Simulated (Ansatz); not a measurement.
Geometry optimisation, DFT PBE, scalar-relativistic, plane waves, PAW in Ansatz 0.2.0.

Input file:

```yaml
crystal:
  lattice:
    - [6.6, 0.0, 0.0]
    - [0.0, 6.6, 0.0]
    - [0.0, 0.0, 6.6]
  atoms:
    - { symbol: Nb, position: [0.0, 0.0, 0.0] }
    - { symbol: Nb, position: [0.5, 0.0, 0.0] }
    - { symbol: Nb, position: [0.0, 0.5, 0.0] }
    - { symbol: Nb, position: [0.0, 0.0, 0.5] }
    - { symbol: Nb, position: [0.25, 0.25, 0.25] }
    - { symbol: Nb, position: [0.5, 0.5, 0.0] }
    - { symbol: Nb, position: [0.5, 0.0, 0.5] }
    - { symbol: Nb, position: [0.75, 0.25, 0.25] }
    - { symbol: Nb, position: [0.0, 0.5, 0.5] }
    - { symbol: Nb, position: [0.25, 0.75, 0.25] }
    - { symbol: Nb, position: [0.25, 0.25, 0.75] }
    - { symbol: Nb, position: [0.5, 0.5, 0.5] }
    - { symbol: Nb, position: [0.75, 0.75, 0.25] }
    - { symbol: Nb, position: [0.75, 0.25, 0.75] }
    - { symbol: Nb, position: [0.25, 0.75, 0.75] }
    - { symbol: Nb, position: [0.75, 0.75, 0.75] }
    - { symbol: O, position: [0.7396682, 0.4993446, 0.8800948] }
basis:
  ecutwfc: 420.0
kpoints:
  mp_grid: { grid: [3, 3, 3] }
hamiltonian:
  xc: pbe
scf:
  occupations: { method: gaussian, width: 0.05 }
  lower_state_search: "off"
relax:
  f_tol: 0.03
  max_steps: 60
  adjacent_minimum: "off"
```

Launched with:

```bash
$ ansatz run input.yaml --threads 4 --pin off --max-ram 10240MiB --backend cpu --events-out ev --progress --plain --runs-dir out
```

**Question.** Where does it end, and by what steps?

**Answer.** The run converged. Limits of this set-up: coarse k mesh. After 8 steps the energy has fallen by 2.741 eV; O17 moved furthest, 0.75 Å.

| step | energy less start (eV) | largest force component (eV/Å) | accepted |
| --- | --- | --- | --- |
| 0 | 0.0000 | 6.861 | yes |
| 1 | -1.2306 | 1.539 | yes |
| 2 | -1.9271 | 0.894 | yes |
| 3 | -2.1177 | 1.455 | yes |
| 4 | -2.3587 | 2.009 | yes |
| 5 | -2.6413 | 1.111 | yes |
| 6 | -2.7361 | 0.298 | yes |
| 7 | -2.7409 | 0.033 | yes |
| 8 | -2.7411 | 0.004 | yes |

```xyz
17
Lattice="6.6000 0.0000 0.0000 0.0000 6.6000 0.0000 0.0000 0.0000 6.6000" Properties=species:S:1:pos:R:3
Nb 0.001 0.000 -0.046
Nb 3.291 0.000 -0.046
Nb 0.290 3.300 -0.046
Nb -0.035 0.000 3.253
Nb 1.646 1.606 1.647
Nb 3.001 3.300 -0.047
Nb 3.328 0.000 3.254
Nb 4.946 1.655 1.598
Nb 0.001 3.300 3.254
Nb 1.646 4.994 1.647
Nb 1.646 1.606 4.859
Nb 3.291 3.300 3.253
Nb 4.946 4.944 1.598
Nb 4.946 1.655 4.909
Nb 1.646 4.994 4.859
Nb 4.946 4.944 4.909
O 4.946 3.300 6.554
```

Time of the run: 3.9 min on 4 threads of Intel(R) Xeon(R) Processor @ 2.50GHz (Skylake/Cascade Lake) (shared host), peak memory 1.2 GiB.
